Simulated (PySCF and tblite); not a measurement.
Values are calculated unless marked as measured or tabulated.
C₇H₁₄, numbered as in [CH3:1][CH:2]1[CH2:3][CH2:4][CH2:5][CH2:6][CH2:7]1.

The ensemble was built from 90 distance-geometry starts (ETKDG and KDG, MMFF94s, GFN2-xTB) and rests on PBE0-D3(BJ)/def2-SVP geometries. Free energies are PBE0-D3(BJ)/def2-TZVP single points with GFN2-xTB rigid-rotor and vibrational terms (modes under about 100 cm⁻¹ blended into free rotors). Symmetry numbers and mirror images are counted. Conformers within 4 kcal/mol (GFN2-xTB free energy) were kept, 5 at most. Of two unlike H on one atom, a is the less shielded (PBE0/pcSseg-1). Programs: PySCF with density fitting and tblite.

An NOE distance is ⟨r⁻⁶⟩^(−1/6) over all pairs of like atoms and, for the average, over conformers.

The 6-ring runs over atoms 2–3–4–5–6–7.

```csv
conformer,shape,weight %
1,6-ring chair (all substituents equatorial),96.7
2,6-ring chair (C1 axial),3.3
```

**Question.** Which H–H contacts under 3.5 Å would NOEs report (pairs on one atom left out) at 298.15 K?

**Answer.** 
```
               pair  in 1 (Å)  in 2 (Å)  average (Å)
     H2 ··· H3a/H7a      2.48      2.39         2.47
    H4b/H6b ··· H5a      2.48      2.48         2.48
    H4a/H6a ··· H5b      2.48      2.48         2.48
    H4a/H6a ··· H5a      2.51      3.07         2.52
          H1 ··· H2      2.61      2.59         2.61
     H2 ··· H4b/H6b      2.59      4.29         2.61
    H3b/H7b ··· H5b      2.63      4.32         2.65
H3b/H7b ··· H4a/H6a      2.77      2.78         2.77
H3a/H7a ··· H4b/H6b      2.77      2.75         2.77
H3a/H7a ··· H4a/H6a      2.81      3.35         2.82
     H1 ··· H3b/H7b      2.90      2.87         2.90
     H1 ··· H3a/H7a      2.90      3.93         2.91
     H2 ··· H3b/H7b      3.05      2.51         3.02
    H4b/H6b ··· H5b      3.07      2.51         3.03
H3b/H7b ··· H4b/H6b      3.35      2.80         3.31
```

Longer pairs under the limit may be missing.

**Question.** In a model where alignment follows shape alone (order matrix 0.001 × (3G/tr G − 1)/2, G the second moments of the atom positions; splitting J + 2D), what are the one-bond C–H dipolar couplings D?

**Answer.** H1 2.1 Hz (2.1 in conformer 1), H2 6.9 Hz (7.1 in conformer 1), H3b/H7b 6.8 Hz (7.1 in conformer 1), H3a/H7a 0.0 Hz (-0.1 in conformer 1), H4b/H6b 6.8 Hz (7.1 in conformer 1), H4a/H6a 0.0 Hz (-0.1 in conformer 1), H5a -6.6 Hz (-7.0 in conformer 1), H5b 7.0 Hz (7.2 in conformer 1).
